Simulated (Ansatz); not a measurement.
`C=C(F)BCl` + CH₃SH → `CSBCl` + `C=CF`  (ligand exchange at a B–C bond)

Calculated with Ansatz (gas phase, PBE0-D4/def2-TZVP geometries, no zero-point term in ΔE). CCSD(T)/CBS adds triple-zeta CCSD(T) − MP2 to the extrapolated MP2 energy (def2 sets, frozen cores). This one scheme is used for every species. DFT in def2-TZVPP. One conformer a species, not always the lowest.

`C=C(F)BCl`:

Z-matrix (Å, degrees):
```
C
C 1 1.332
H 1 1.084 2 122.1
H 1 1.081 2 119.0 3 180.0
F 2 1.344 1 118.9 3 -0.0
B 2 1.540 1 122.4 3 -180.0
Cl 6 1.735 2 121.0 1 180.0
H 6 1.190 2 119.9 1 -0.0
```

CH₃SH:

```xyz
6

C     0.385   -0.284   -0.113
S    -1.288    0.049    0.482
H     0.506    0.014   -1.154
H     0.523   -1.363   -0.043
H     1.135    0.204    0.509
H    -1.260    1.380    0.319
```

`CSBCl`:

Z-matrix (Å, degrees):
```
C
S 1 1.810
H 1 1.088 2 110.2
H 1 1.089 2 109.0 3 120.4
H 1 1.089 2 109.0 3 -120.4
B 2 1.766 1 103.2 3 -0.0
Cl 6 1.749 2 119.0 1 -180.0
H 6 1.191 2 121.7 1 0.0
```

`C=CF`:

```xyz
6

C    -0.617    0.287   -0.170
C     0.506   -0.295    0.193
F     1.692    0.064   -0.306
H    -0.629    1.090   -0.895
H    -1.549   -0.044    0.266
H     0.596   -1.103    0.911
```

CCSD(T)/CBS gives -64.5 kJ/mol.

Another level gave -59.6 kJ/mol. Which?
A. B97M-V/def2-TZVPP
B. LDA (SPW92)/def2-TZVPP
C. CAM-B3LYP/def2-TZVPP
D. HF/def2-TZVPP

C. CAM-B3LYP -59.6, B97M-V -64.1, HF/def2-TZVPP -53.3, LDA (SPW92) -68.2 kJ/mol.

Largest T1 diagnostic among the species: 0.013.

In def2-TZVPP, CCSD(T) changes the Hartree–Fock value by −10.1 kJ/mol (the triples alone add −2.2 kJ/mol) and MP2 by −14.8 kJ/mol. Leaving LDA and LC-ωPBE aside and taking each functional with its dispersion term where it has one, the values, not all of them listed here, spread over 7.8 kJ/mol, from PBE-D4 to BHLYP-D4.
